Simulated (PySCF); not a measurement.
Vertical excitations of a molecule C₃H₆BN₃ from TDA-B3LYP/def2-SVPD in PySCF, as energy in eV (oscillator strength): 3.17 (0.000), 3.32 (0.001), 4.92 (0.030), 5.09 (0.339), 6.71 (0.023), 6.79 (0.000), 6.82 (0.023), 6.89 (0.000), 6.93 (0.007), 6.97 (0.000). Lowest triplet (TDA): 2.74 eV. Coordinates come from a B3LYP-D3(BJ)/def2-SVP optimisation. One conformer was computed; it need not be the lowest.

### Question
Identify the compound among the candidates.
A) C#C/C=N/B(N)N
B) CC1=NC=NB1N
C) CNB1N=CC=N1
D) C=C=C1NB(N)N1

### Answer
C, CNB1N=CC=N1
